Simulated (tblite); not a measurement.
C6H13B2NS.
Atom-mapped SMILES: `[BH2:1][NH:2][B:3]([S:4][CH2:5][CH3:6])[C@@H:7]([CH3:8])[C:9]#[CH:10]` (hydrogens: H11, H12 on B1; H13 on N2; H14, H15 on C5; H16, H17, H18 on C6; H19 on C7; H20, H21, H22 on C8; H23 on C10)

Computed with GFN2-xTB (tblite), gas phase: L-BFGS steps from a force-field or distance-geometry start until the largest atomic force falls under 0.01 eV/Å.

Step 84: E = -764.8906 eV
```
atom  x, y, z in Å  |  force x, y, z in eV/Å
B1     -0.3238   -0.4370    2.6078   -0.028   0.000   0.042
N2      0.1269   -0.6254    1.2927   -0.022  -0.021   0.053
B3     -0.2983   -0.0897    0.0422    0.029  -0.067   0.039
S4      0.7997   -0.1194   -1.3837    0.035   0.022   0.002
C5      2.3180   -1.0027   -0.8190   -0.074   0.062  -0.012
C6      3.2171   -0.1652    0.0726    0.003   0.039   0.020
C7     -1.8129    0.3919   -0.1751    0.050  -0.010   0.014
C8     -2.0035    1.7297   -0.9018    0.014   0.028  -0.009
C9     -2.4370   -0.6758   -0.9429   -0.007  -0.008   0.034
C10    -2.9064   -1.5732   -1.5813   -0.013  -0.006  -0.015
H11     0.1934   -1.0519    3.4615    0.021   0.007   0.006
H12    -1.1595    0.3395    2.8631   -0.043  -0.008  -0.102
H13     0.9338   -1.2317    1.2353    0.041  -0.016  -0.002
H14     2.8318   -1.2765   -1.7388    0.002   0.011  -0.016
H15     1.9971   -1.9166   -0.3210   -0.005  -0.070   0.008
H16     2.6590    0.2856    0.8914   -0.006  -0.024   0.000
H17     3.6845    0.6336   -0.4962   -0.028   0.031  -0.042
H18     4.0015   -0.7922    0.4926    0.028  -0.003  -0.005
H19    -2.3314    0.4405    0.7884   -0.008   0.023   0.002
H20    -1.5036    1.7177   -1.8674    0.004  -0.033  -0.016
H21    -1.5874    2.5392   -0.3083    0.036   0.032   0.035
H22    -3.0625    1.9239   -1.0575   -0.016   0.008  -0.036
H23    -3.3416   -2.3436   -2.1443   -0.013   0.004  -0.001
```

Step 85: E = -764.8924 eV
```
atom  x, y, z in Å  |  force x, y, z in eV/Å
B1     -0.3329   -0.4434    2.6094   -0.007   0.014   0.029
N2      0.1277   -0.6237    1.2960   -0.018  -0.041   0.079
B3     -0.2978   -0.0912    0.0442    0.031  -0.081   0.061
S4      0.7964   -0.1310   -1.3826    0.063   0.024  -0.020
C5      2.3203   -1.0059   -0.8181   -0.053   0.045  -0.027
C6      3.2177   -0.1609    0.0692   -0.002   0.016   0.000
C7     -1.8115    0.3929   -0.1757    0.042   0.007   0.013
C8     -1.9984    1.7312   -0.9039    0.009   0.037  -0.006
C9     -2.4387   -0.6753   -0.9397    0.016   0.021   0.029
C10    -2.9060   -1.5712   -1.5812   -0.035  -0.030  -0.015
H11     0.1800   -1.0623    3.4625    0.020   0.003   0.012
H12    -1.1667    0.3347    2.8646   -0.056  -0.010  -0.102
H13     0.9376   -1.2280    1.2452    0.013   0.005  -0.028
H14     2.8353   -1.2803   -1.7385   -0.021   0.031   0.011
H15     2.0061   -1.9213   -0.3188   -0.014  -0.066   0.020
H16     2.6613    0.2825    0.8935    0.009  -0.037  -0.005
H17     3.6673    0.6439   -0.5052   -0.012   0.034  -0.027
H18     4.0149   -0.7809    0.4787   -0.008   0.029  -0.014
H19    -2.3336    0.4450    0.7859    0.007   0.025   0.011
H20    -1.4963    1.7216   -1.8690   -0.008  -0.048   0.003
H21    -1.5828    2.5404   -0.3087    0.029   0.018   0.029
H22    -3.0576    1.9268   -1.0604    0.006   0.003  -0.039
H23    -3.3471   -2.3430   -2.1373   -0.011  -0.002  -0.013
```

Step 86: E = -764.8944 eV
```
atom  x, y, z in Å  |  force x, y, z in eV/Å
B1     -0.3415   -0.4483    2.6107   -0.001   0.036   0.029
N2      0.1285   -0.6250    1.3003    0.005  -0.066   0.063
B3     -0.2971   -0.0956    0.0473    0.018  -0.066   0.067
S4      0.7944   -0.1387   -1.3805    0.068   0.023  -0.029
C5      2.3212   -1.0075   -0.8181   -0.006   0.000  -0.026
C6      3.2185   -0.1577    0.0665   -0.018   0.003  -0.038
C7     -1.8100    0.3931   -0.1748    0.020   0.022   0.008
C8     -1.9938    1.7322   -0.9055    0.016   0.030   0.004
C9     -2.4411   -0.6756   -0.9353    0.035   0.040   0.015
C10    -2.9048   -1.5695   -1.5819   -0.051  -0.036  -0.001
H11     0.1679   -1.0674    3.4649    0.021  -0.004   0.029
H12    -1.1749    0.3319    2.8610   -0.060  -0.020  -0.097
H13     0.9420   -1.2267    1.2549   -0.026   0.029  -0.043
H14     2.8385   -1.2809   -1.7391   -0.045   0.050   0.032
H15     2.0143   -1.9272   -0.3204   -0.020  -0.032   0.026
H16     2.6647    0.2795    0.8959    0.014  -0.046  -0.001
H17     3.6517    0.6529   -0.5130    0.004   0.030  -0.008
H18     4.0266   -0.7714    0.4660   -0.032   0.050  -0.021
H19    -2.3366    0.4509    0.7843    0.031   0.019   0.013
H20    -1.4892    1.7238   -1.8700   -0.019  -0.056   0.022
H21    -1.5781    2.5407   -0.3080    0.017   0.002   0.013
H22    -3.0534    1.9291   -1.0638    0.034  -0.002  -0.036
H23    -3.3528   -2.3420   -2.1314   -0.007  -0.005  -0.023
```

Step 87: E = -764.8966 eV
```
atom  x, y, z in Å  |  force x, y, z in eV/Å
B1     -0.3491   -0.4517    2.6134    0.023   0.034  -0.002
N2      0.1290   -0.6284    1.3055    0.013  -0.074   0.051
B3     -0.2969   -0.1020    0.0514    0.004  -0.027   0.048
S4      0.7939   -0.1431   -1.3782    0.041   0.021  -0.018
C5      2.3215   -1.0086   -0.8188    0.043  -0.049  -0.009
C6      3.2189   -0.1554    0.0639   -0.022  -0.013  -0.055
C7     -1.8085    0.3931   -0.1733   -0.004   0.030   0.002
C8     -1.9896    1.7328   -0.9067    0.020   0.013   0.018
C9     -2.4432   -0.6768   -0.9300    0.041   0.045  -0.009
C10    -2.9037   -1.5686   -1.5824   -0.055  -0.020   0.026
H11     0.1584   -1.0688    3.4698    0.013   0.001   0.038
H12    -1.1844    0.3291    2.8523   -0.068  -0.024  -0.073
H13     0.9464   -1.2257    1.2624   -0.046   0.033  -0.041
H14     2.8407   -1.2787   -1.7402   -0.055   0.058   0.031
H15     2.0212   -1.9342   -0.3249   -0.021   0.015   0.030
H16     2.6682    0.2761    0.8981    0.011  -0.052   0.006
H17     3.6380    0.6606   -0.5187    0.017   0.028   0.002
H18     4.0366   -0.7631    0.4550   -0.057   0.064  -0.031
H19    -2.3386    0.4581    0.7838    0.049   0.003   0.012
H20    -1.4833    1.7246   -1.8704   -0.017  -0.060   0.030
H21    -1.5733    2.5400   -0.3066    0.005  -0.010  -0.006
H22    -3.0493    1.9318   -1.0679    0.065  -0.013  -0.023
H23    -3.3580   -2.3404   -2.1274    0.000  -0.005  -0.027
```

Task: Estimate the geometry and energy of step 88. (The exact step hangs on the optimiser's Hessian estimate; all steps are aligned on step 87, rigid shifts and turns removed.)

Result: E = -764.8989 eV, largest force 0.105 eV/Å
```
atom  x, y, z in Å  |  force x, y, z in eV/Å
B1     -0.3540   -0.4538    2.6153    0.017   0.036  -0.002
N2      0.1289   -0.6339    1.3104    0.026  -0.063  -0.008
B3     -0.2968   -0.1086    0.0558   -0.010   0.020   0.012
S4      0.7956   -0.1422   -1.3751   -0.005   0.010   0.005
C5      2.3211   -1.0097   -0.8196    0.068  -0.079   0.012
C6      3.2181   -0.1541    0.0619   -0.026  -0.008  -0.066
C7     -1.8075    0.3928   -0.1712   -0.016   0.025   0.003
C8     -1.9858    1.7326   -0.9070    0.033  -0.012   0.025
C9     -2.4454   -0.6784   -0.9241    0.035   0.033  -0.042
C10    -2.9032   -1.5681   -1.5822   -0.049   0.010   0.055
H11     0.1536   -1.0657    3.4751    0.006   0.009   0.049
H12    -1.1944    0.3259    2.8408   -0.059  -0.038  -0.047
H13     0.9510   -1.2245    1.2661   -0.051   0.020  -0.021
H14     2.8415   -1.2752   -1.7415   -0.054   0.053   0.019
H15     2.0248   -1.9406   -0.3298   -0.016   0.067   0.025
H16     2.6705    0.2728    0.9001    0.000  -0.052   0.012
H17     3.6271    0.6664   -0.5223    0.020   0.018   0.010
H18     4.0421   -0.7563    0.4468   -0.045   0.054  -0.029
H19    -2.3389    0.4652    0.7848    0.055  -0.015   0.014
H20    -1.4787    1.7223   -1.8699   -0.001  -0.057   0.023
H21    -1.5683    2.5382   -0.3053   -0.003  -0.010  -0.020
H22    -3.0446    1.9340   -1.0725    0.070  -0.020  -0.004
H23    -3.3618   -2.3383   -2.1265    0.008  -0.002  -0.023
```

The energy changes by -0.0023 eV. The first-order estimate −F·Δx gives -0.0031 eV and the mean of the old and new forces, exact on a quadratic surface, -0.0022 eV. The step makes an angle of 72° with the force vector and moves no atom by more than 0.016 Å.

The cost below is that of the whole relaxation. Hardware: one thread of an Arm Neoverse V2, no GPU, shared host. Cost: 1.9 s.
